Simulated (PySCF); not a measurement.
In(H)(F)2(NH3), H4F2InN, singlet at its PBE0/def2-SVP optimised geometry (Å):

```
8

In    -1.0399    -0.4534     0.0000
H     -1.8724     1.0319     0.0000
F     -0.8689    -1.6157    -1.5926
F     -0.8523    -1.6134     1.5938
N      1.2691    -0.4534     0.0000
H      1.4553    -1.0319     0.8222
H      1.8724     0.3666     0.0182
H      1.4746    -1.0101    -0.8321
```

Calculation: PBE0/def2-TZVP, def2 effective core potentials past Kr in PySCF. The core electrons that the potentials of In replace are not part of the density. Cells within 0.4 Å of a nucleus heavier than hydrogen are left out (blank, or x).

Map of the Laplacian of the electron density (e/bohr⁵), clipped to [-1.50, 1.50] on the plane z = 0.0 Å:

```
|5555555555555555555555555555555|
|5555555555555555555555555555555|
|5555555555555555555555555555555|
|5555555555555555555555555555555|
|5555555555555555555555555555555|
|5555555555555555555555555555555|
|5555555555555555555555555555555|
|5555555555555555555555555555555|
|5555555555555555555555555555555|
|5555555555555555555555555555555|
|5555555544555555555555555555555|
|5555555303455555555555555555555|
|5555555413455555555555555555555|
|5555555445666555555554055555555|
|5555555558999865555551045555555|
|5555555579904985555300355555555|
|5555555599xxx996551xxx455555555|
|5555555599xxx496551xxx555555555|
|55555555890x09955553x3655555555|
|5555555569999965556655555555555|
|5555555556798655555555555555555|
|5555555555555555555555555555555|
|5555555555555555555555555555555|
|5555555555555555555555555555555|
|5555555555555555555555555555555|
|5555555555555555555555555555555|
|5555555555555555555555555555555|
|5555555555555555555555555555555|
|5555555555555555555555555555555|
|5555555555555555555555555555555|
|5555555555555555555555555555555|
```
Scale: ten equal steps from -1.50 (start of '0') to 1.50 (end of '9'), in the order '0123456789'; x runs from -4.00 to 4.00, y from -4.00 (bottom) to 4.00 (top).
